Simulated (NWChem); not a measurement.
System: SnHCl3; SMILES [Cl][SnH]([Cl])[Cl]

Input file for NWChem:

```
start job
memory heap 200 mb stack 900 mb global 1100 mb
geometry units angstroms noautosym nocenter noautoz
  Sn     0.000000     0.000000     0.412647
  Cl    -2.078473    -0.620480    -0.434039
  Cl     0.501885     2.110251    -0.434039
  Cl     1.576588    -1.489771    -0.434039
  H      0.000000     0.000000     2.110819
end
basis spherical
  * library def2-svpd
end
ecp
  Sn library def2-ecp
end
dft
  xc xpbe96 cpbe96
  iterations 150
end
property
  response 1 0.0
end
task dft property
```

NWChem printed, in part:

```
             Northwest Computational Chemistry Package (NWChem) 7.3.0
             --------------------------------------------------------

                             Geometry "geometry" -> ""
                             -------------------------

 Output coordinates in angstroms (scale by  1.889725989 to convert to a.u.)

  No.       Tag          Charge          X              Y              Z
 ---- ---------------- ---------- -------------- -------------- --------------
    1 Sn                  50.0000     0.00000000     0.00000000     0.41264700
    2 Cl                  17.0000    -2.07847300    -0.62048000    -0.43403900
    3 Cl                  17.0000     0.50188500     2.11025100    -0.43403900
    4 Cl                  17.0000     1.57658800    -1.48977100    -0.43403900
    5 H                    1.0000     0.00000000     0.00000000     2.11081900

 Effective nuclear repulsion energy (a.u.)     725.2840935090

                                 NWChem DFT Module
                                 -----------------

 Summary of "ao basis" -> "ao basis" (spherical)
 ------------------------------------------------------------------------------
       Tag                 Description            Shells   Functions and Types
 ---------------- ------------------------------  ------  ---------------------
 Sn                        def2-svpd                12       32   5s4p3d
 Cl                        def2-svpd                11       27   5s4p2d
 H                         def2-svpd                 4        8   2s2p

            General Information
            -------------------
          SCF calculation type: DFT
          Wavefunction type:  closed shell.
          No. of atoms     :     5
          No. of electrons :    74
           Alpha electrons :    37
            Beta electrons :    37
          Charge           :     0
          Spin multiplicity:     1
          Use of symmetry is: off; symmetry adaption is: off
          Maximum number of iterations: 150
          AO basis - number of functions:   121
                     number of shells:    49
          Convergence on energy requested:  1.00D-06
          Convergence on density requested:  1.00D-05
          Convergence on gradient requested:  5.00D-04

              XC Information
              --------------
          PerdewBurkeErnzerhof Exchange Functional  1.000
            Perdew 1991 LDA Correlation Functional  1.000 local
           PerdewBurkeErnz. Correlation Functional  1.000 non-local

             Grid Information
             ----------------
          Grid used for XC integration:  medium
          Radial quadrature: Mura-Knowles
          Angular quadrature: Lebedev.
          Tag              B.-S. Rad. Rad. Pts. Rad. Cut. Ang. Pts.
          ---              ---------- --------- --------- ---------
          Sn                  1.45      123          11.0       590
          Cl                  1.00       88          13.0       590
          H                   0.35       45          12.0       434
          Grid pruning is: on
          Number of quadrature shells:   432
          Spatial weights used:  Erf1

      Superposition of Atomic Density Guess
      -------------------------------------

 Sum of atomic energies:       -1627.58077164

      Non-variational initial energy
      ------------------------------

 Total energy =   -1592.311236
 1-e energy   =   -3063.218060
 2-e energy   =    1078.876334
 HOMO         =      -0.397076
 LUMO         =      -0.043075

   convergence    iter        energy       DeltaE   RMS-Dens  Diis-err
 ---------------- ----- ----------------- --------- --------- ---------
 d= 0,ls=0.0,diis     1  -1594.5304268885 -1.99D+03  2.13D-02  7.95D-01
 d= 0,ls=0.0,diis     2  -1594.3074104078  2.23D-01  1.34D-02  2.02D+00
 d= 0,ls=0.0,diis     3  -1594.6277016007 -3.20D-01  1.93D-03  5.24D-02
 d= 0,ls=0.0,diis     4  -1594.6349924131 -7.29D-03  6.47D-04  2.48D-03
 d= 0,ls=0.0,diis     5  -1594.6353337413 -3.41D-04  1.99D-04  2.94D-04
  Resetting Diis
 d= 0,ls=0.0,diis     6  -1594.6353791281 -4.54D-05  4.26D-05  1.36D-05
 d= 0,ls=0.0,diis     7  -1594.6353822107 -3.08D-06  1.58D-05  7.00D-07
 d= 0,ls=0.0,diis     8  -1594.6353821256  8.51D-08  9.64D-06  1.31D-06

         Total DFT energy =    -1594.635382125611
      One electron energy =    -3063.464526432151
           Coulomb energy =     1179.379160090057
    Exchange-Corr. energy =     -102.580505525960
 Nuclear repulsion energy =      392.030489742443

 Numeric. integr. density =       74.000017948834

                       DFT Final Molecular Orbital Analysis
                       ------------------------------------

 Vector   35  Occ=2.000000D+00  E=-3.024260D-01
              MO Center=  6.7D-01,  3.4D-01, -3.9D-01, r^2= 5.3D+00
   Bfn.  Coefficient  Atom+Function         Bfn.  Coefficient  Atom+Function
  ----- ------------  ---------------      ----- ------------  ---------------
    73      0.340583  3 Cl pz               100     -0.307591  4 Cl pz
    70      0.268968  3 Cl pz                72      0.262064  3 Cl py
    97     -0.242911  4 Cl pz                99      0.234382  4 Cl py
    69      0.207730  3 Cl py                45      0.187927  2 Cl py
    96      0.185779  4 Cl py                67      0.155097  3 Cl pz

[...]

 DFT Linear Response polarizability / au
 Frequency  =       0.0000000 / au
              X              Y              Z
 -----------------------------------------------
 X      90.2926443      0.0002452     -0.0001104
 Y       0.0002452     90.2926306      0.0001424
 Z      -0.0001104      0.0001424     72.9263405
 -----------------------------------------------
 Eigenvalues =      90.2928827     90.2923922     72.9263405
 Isotropic   =      84.5038718
 Anisotropic =      17.3662970
 -----------------------------------------------

 Magnetic Dipole Response Matrix (nonzero elements):

 Exiting AOResponse driver routine
```

Level: PBE/def2-SVPD with def2 effective core potentials on Sn. All runs use the structure optimised with PBE0/def2-SVP. No frequency run checked for a minimum. def2 effective core potentials on Sn; no spin-orbit coupling.
